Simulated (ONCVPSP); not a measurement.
rubidium (Rb): what ONCVPSP 4.0.1 does with a changed input

Command:

```bash
oncvpsp.x < Rb.dat > Rb.out
```

Input:

```
# ATOM AND REFERENCE CONFIGURATION
# atsym  z   nc   nv     iexc    psfile
  Rb 37.00    6    3        4      upf
#
#   n    l    f
    1    0    2.00
    2    0    2.00
    2    1    6.00
    3    0    2.00
    3    1    6.00
    3    2   10.00
    4    0    2.00
    4    1    6.00
    4    2    1.00
#
# PSEUDOPOTENTIAL AND OPTIMIZATION
# lmax
    2
#
#   l,   rc,      ep,       ncon, nbas, qcut
    0    2.00    0.00    3    6    6.80
    1    2.25    0.00    5    9    5.70
    2    4.00    0.00    3    7    2.40
#
# LOCAL POTENTIAL
# lloc, lpopt,  rc(5),   dvloc0
    4    5    1.75    3.00
#
# VANDERBILT-KLEINMAN-BYLANDER PROJECTORs
# l, nproj, debl
    0    2    3.60
    1    2    0.40
    2    3    3.00
#
# MODEL CORE CHARGE
# icmod, fcfact, rcfact
    1    0.60    0.00
#
# LOG DERIVATIVE ANALYSIS
# epsh1, epsh2, depsh
    5.00   -3.00    0.02
#
# OUTPUT GRID
# rlmax, drl
    6.00    0.01
#
# TEST CONFIGURATIONS
# ncnf
    4
# nvcnf
#   n    l    f
    4
    4    0    2.00
    4    1    6.00
    4    2    0.00
    5    0    1.00
#
    3
    4    0    2.00
    4    1    6.00
    4    2    0.00
#
    4
    4    0    2.00
    4    1    6.00
    4    2    0.00
    5    0    0.50
#
    4
    4    0    1.00
    4    1    6.00
    4    2    0.00
    5    0    1.00
#
```

This is an input that runs to its end, with one change: epsh1 and epsh2 swapped.

How does the run end?

The program refuses the input: "test_data: must have epsh2 > epsh1".

```
ONCVPSP  (Optimized Norm-Conservinng Vanderbilt PSeudopotential)
scalar-relativistic version 4.0.1

test_data: must have epsh2 > epsh1
ERROR: test_data found   1 ERROR; stopping
```
